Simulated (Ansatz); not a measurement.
`CBOC` + H₂S → `COBS` + CH₄ at 700 K and 1 bar (ligand exchange at a B–C bond).

Isolated molecules relaxed with PBE0-D4/def2-TZVP in Ansatz; ΔE leaves out vibrations. CCSD(T)/CBS is the MP2 limit (def2-TZVPP, def2-QZVPP) plus CCSD(T) − MP2 in def2-TZVPP, frozen cores. This one scheme is used for every species. One conformer a species, not always the lowest.

| species | CCSD(T)/CBS energy (Eh) | H − E (kJ/mol) | S (J/(mol·K)) |
| --- | --- | --- | --- |
| `CBOC` | -180.32625 | 309.3 | 410.5 |
| H₂S | -398.97279 | 64.8 | 236.9 |
| `COBS` | -538.86373 | 234.3 | 402.5 |
| CH₄ | -40.46206 | 145.9 | 224.0 |

H − E and S are ideal-gas, rigid-rotor, harmonic terms from PBE0-D4/def2-TZVP, for one conformer and one mirror image of each species. 1 Eh = 2625.50 kJ/mol, R = 8.31446 J/(mol·K).

**Question.** By hand: ΔE, ΔH, ΔS and ΔG.

**Answer.** ΔE = (-538.86373) + (-40.46206) − (-180.32625) − (-398.97279) = -0.02675 Eh = -70.2 kJ/mol. Δ(H − E) = 234.3 + 145.9 − 309.3 − 64.8 = 6.1, so ΔH = -64.1 kJ/mol. ΔS = 402.5 + 224.0 − 410.5 − 236.9 = -20.9 J/(mol·K). ΔG = -64.1 − 700 × (-20.9)/1000 = -49.5 kJ/mol.

**Question.** By hand: the equilibrium constant, and the temperature at which ΔG would vanish if ΔH and ΔS stayed fixed.

**Answer.** log₁₀ K = −ΔG/(RT ln 10) = 3.7. ΔG = 0 at ΔH/ΔS = 3067 K, far beyond where these terms or the molecules hold.

ΔH outweighs TΔS. A doubt of 5 kJ/mol in ΔE shifts log₁₀ K by 0.4 here. Other conformers and mirror images would add mixing entropy, several J/(mol·K) or more a flexible species. These are equilibria of isolated gas molecules and say nothing of rates. Largest T1 diagnostic: 0.013 (customary marks: 0.02 for closed shells, 0.045 for open ones).
